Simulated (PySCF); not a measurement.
C₆H₁₃BO₂, charge +1, doublet, at a GFN2-xTB geometry (a state made from the parent by changing its charge; the spin is typed, not shown lowest); DF-PBE/6-31G* in PySCF.

Input for PySCF:
```python
from pyscf import gto, scf, dft

mol = gto.Mole()
mol.atom = '''
    C    -1.729693   -0.040810    0.915683
    C    -0.776269   -0.149067   -0.299526
    C    -1.170417   -1.304417   -1.180947
    O    -0.748283    1.050226   -0.976688
    B     0.215667    1.878725   -0.476858
    O     1.006555    1.199640    0.405627
    C     0.741722   -0.151883    0.375914
    C     0.927742   -0.809584    1.717522
    C     1.629176   -0.834814   -0.693432
    H    -2.716467    0.183081    0.509258
    H    -1.438098    0.775721    1.571223
    H    -1.766754   -0.976791    1.463233
    H    -2.216900   -1.191191   -1.470398
    H    -0.602594   -1.322874   -2.107743
    H    -1.073030   -2.250082   -0.654703
    H     0.343541    2.992665   -0.759599
    H     0.419992   -0.267807    2.511490
    H     1.988407   -0.799268    1.975617
    H     0.602800   -1.846202    1.694423
    H     1.483229   -0.382575   -1.671012
    H     2.661495   -0.661947   -0.387712
    H     1.436305   -1.901826   -0.732582
'''
mol.basis = '6-31g*'
mol.charge = 1
mol.spin = 1
mol.verbose = 4
mol.build()

mf = dft.UKS(mol)
mf.xc = 'pbe'
mf.diis_space = 12
mf = mf.density_fit(auxbasis='def2-universal-jkfit')
mf.kernel()
```

The log (banner, timings and long lists left out):

```
PySCF version 2.14.0

[INPUT] verbose = 4
[INPUT] num. atoms = 22
[INPUT] num. electrons = 69
[INPUT] charge = 1
[INPUT] spin (= nelec alpha-beta = 2S) = 1
[INPUT] symmetry False subgroup None
[INPUT] Mole.unit = angstrom
[INPUT] Symbol           X                Y                Z      unit          X                Y                Z       unit  Magmom
[...]
nuclear repulsion = 503.5523989031
number of shells = 80
number of NR pGTOs = 295
number of NR cGTOs = 152
basis = 6-31g*
ecp = {}

******** <class 'pyscf.df.df_jk.DFUKS'> ********
method = DFUKS
initial guess = minao
damping factor = 0
level_shift factor = 0
DIIS = <class 'pyscf.scf.diis.CDIIS'>
diis_start_cycle = 1
diis_space = 12
diis_damp = 0
SCF conv_tol = 1e-09
SCF conv_tol_grad = None
SCF max_cycles = 50
direct_scf = False
number electrons alpha = 35  beta = 34
XC library pyscf.dft.libxc version 7.1.2
    S. Lehtola, C. Steigemann, M. J. T. Oliveira, and M. A. L. Marques,  SoftwareX 7, 1–5 (2018)
XC functionals = pbe
    J. P. Perdew, K. Burke, and M. Ernzerhof,  Phys. Rev. Lett. 77, 3865 (1996)
    J. P. Perdew, K. Burke, and M. Ernzerhof,  Phys. Rev. Lett. 78, 1396 (1997)
    J. P. Perdew, K. Burke, and M. Ernzerhof,  Phys. Rev. Lett. 77, 3865 (1996)
    J. P. Perdew, K. Burke, and M. Ernzerhof,  Phys. Rev. Lett. 78, 1396 (1997)
radial grids:
    Treutler-Ahlrichs [JCP 102, 346 (1995); DOI:10.1063/1.469408] (M4) radial grids

becke partition: Becke, JCP 88, 2547 (1988); DOI:10.1063/1.454033
pruning grids: <function nwchem_prune>
grids dens level: 3
symmetrized grids: False
atomic radii adjust function: <function treutler_atomic_radii_adjust>
small_rho_cutoff = 0
Set gradient conv threshold to 3.16228e-05
tot grids = 254424
init E= -412.063172830764

cycle= 1 E= -410.791963315878  delta_E= 1.27  |g|= 0.688  |ddm|=    3
cycle= 2 E= -410.105702865941  delta_E= 0.686  |g|= 1.47  |ddm|= 1.68
cycle= 3 E= -410.954792964643  delta_E= -0.849  |g|= 0.261  |ddm|= 1.31
cycle= 4 E= -410.985039408057  delta_E= -0.0302  |g|= 0.0975  |ddm|= 0.331
cycle= 5 E= -410.98931239746  delta_E= -0.00427  |g|= 0.022  |ddm|= 0.0976
cycle= 6 E= -410.989533553129  delta_E= -0.000221  |g|= 0.00823  |ddm|= 0.0324
cycle= 7 E= -410.989564867983  delta_E= -3.13e-05  |g|= 0.00178  |ddm|= 0.00924
cycle= 8 E= -410.989566514592  delta_E= -1.65e-06  |g|= 0.000642  |ddm|= 0.00266
cycle= 9 E= -410.989566724232  delta_E= -2.1e-07  |g|= 0.00034  |ddm|= 0.000983
cycle= 10 E= -410.989566747575  delta_E= -2.33e-08  |g|= 0.000267  |ddm|= 0.000509
cycle= 11 E= -410.989566780241  delta_E= -3.27e-08  |g|= 5.04e-05  |ddm|= 0.000266
cycle= 12 E= -410.989566781457  delta_E= -1.22e-09  |g|= 2.04e-05  |ddm|= 6.52e-05
cycle= 13 E= -410.989566781676  delta_E= -2.18e-10  |g|= 4.54e-06  |ddm|= 2.4e-05
Extra cycle  E= -410.989566781662  delta_E= 1.41e-11  |g|= 7.3e-06  |ddm|= 1.46e-05
converged SCF energy = -410.989566781662  <S^2> = 0.75167105  2S+1 = 2.0016704
```
